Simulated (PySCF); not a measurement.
## Computed spin Hamiltonian

C6H6Cl2F (doublet state).
Atom-mapped SMILES: `[CH3:1][C@H:2]1[CH2:3][C:4]([Cl:5])[C:6]([Cl:7])=[C:8]1[F:9]` (hydrogens: H10, H11, H12 on C1; H13 on C2; H14, H15 on C3)

Geometry (GFN2-xTB, Å), atoms numbered from 1 in this order:
```
atom  x, y, z in Å
C1    -1.7826    0.5336   -0.1835
C2    -0.4784    0.2961    0.5858
C3     0.0391   -1.1531    0.4445
C4     1.3517   -1.0148   -0.2630
Cl5    2.2989   -2.3422   -0.7157
C6     1.6617    0.3223   -0.4787
Cl7    3.0901    0.8857   -1.2426
C8     0.6475    1.1058    0.0206
F9     0.6026    2.4421    0.0051
H10   -2.0787    1.5768   -0.1089
H11   -2.5764   -0.0847    0.2274
H12   -1.6469    0.2861   -1.2333
H13   -0.6468    0.5610    1.6352
H14    0.1690   -1.6365    1.4159
H15   -0.6551   -1.7702   -0.1307
```

Theory: UKS B3LYP, pcH-1 on C Cl F H, non-relativistic, mean-field spin-orbit, GIAO (PySCF). Isolated species at its GFN2-xTB geometry, gas phase. A GFN2-xTB geometry isn't a minimum of the functional, and hyperfine couplings can be far from their values at a DFT geometry. Stability of the SCF solution: not tested. ⟨S²⟩ is 0.775 where a pure state has 0.75.

```json
{
  "g1, g2, g3": "2.00174, 2.00560, 2.00708",
  "g_iso": "2.00480",
  "Form of g": "rhombic: the two nearest values differ by 28 % of g3 − g1",
  "⟨S²⟩": "0.7748 (exact 0.7500)",
  "HOMO–LUMO gap, α and β orbitals": "5.14, 5.33 eV",
  "Total energy": "-1252.45558 Eh",
  "Basis functions": "305"
}
```

Isotropic coupling and dipolar principal values T1 to T3, in MHz; ρ(0) is the spin density at the nucleus:

```
atom  isotope  a_iso  of which spin–orbit      T1      T2     T3  Mulliken spin population  ρ(0) (bohr⁻³)
  C1      13C   38.6                  0.0    -2.5    -2.4    4.9                      0.02         0.0344
  C2      13C  -17.4                  0.0    -0.7     0.0    0.8                     -0.04        -0.0155
  C3      13C  -20.0                  0.0    -0.6     0.0    0.6                     -0.05        -0.0178
  C4      13C   70.2                  0.3   -56.2   -54.9  111.1                      0.59         0.0621
 Cl5     35Cl    3.4                 -0.2   -20.6   -12.1   32.7                      0.05         0.0081
  C6      13C  -55.0                 -0.1   -28.2    13.4   14.7                     -0.21        -0.0489
 Cl7     35Cl   -1.5                  0.1    -7.1     1.9    5.1                     -0.01        -0.0036
  C8      13C   60.7                  0.0   -51.1   -50.8  102.0                      0.53         0.0540
  F9      19F   89.9                 -0.2  -159.4  -129.8  289.2                      0.04         0.0214
 H10       1H   -2.1                  0.0    -2.7    -1.4    4.1                      0.00        -0.0005
 H11       1H    1.9                  0.0    -1.9    -1.3    3.2                      0.00         0.0004
 H12       1H   -1.9                  0.0    -2.5    -1.9    4.3                      0.00        -0.0004
 H13       1H   50.7                  0.0    -3.4    -1.9    5.3                      0.02         0.0113
 H14       1H   67.4                  0.0    -3.7    -2.0    5.7                      0.03         0.0151
 H15       1H   56.4                  0.0    -3.7    -1.9    5.6                      0.02         0.0126
```

The Mulliken spin populations are largest on C4 (+0.59), C8 (+0.53) and C6 (-0.21). The positive populations add up to 1.31 and the negative ones to -0.31, together 2S = 1. The angles at C4 add up to 360.0°, so it is planar.

The SMILES `C[C@H]1C[C](Cl)C(Cl)=C1F` draws the unpaired electron on C4, whose computed spin population is only +0.59.

Axes: g3 points within 2° of the C6–Cl7 bond.

Under fast tumbling the dipolar parts average out, and these isotropic splittings remain: 1 × 19F (F9, I = 1/2, 2 lines) with 3.20 mT, 1 × 1H (H14, I = 1/2, 2 lines) with 2.40 mT, 1 × 1H (H15, I = 1/2, 2 lines) with 2.01 mT, 1 × 1H (H13, I = 1/2, 2 lines) with 1.81 mT, 1 × 35Cl (Cl5, I = 3/2, 4 lines) with 0.12 mT and 1 × 35Cl (Cl7, I = 3/2, 4 lines) with 0.05 mT.

Main isotope only: 35Cl (natural samples also hold 24 % 37Cl, magnetic too, which adds its own pattern).

The 13C coupling of C4 (70.2 MHz) shows only in satellite lines or after enrichment, since that isotope makes up about 1.07 % of natural carbon.
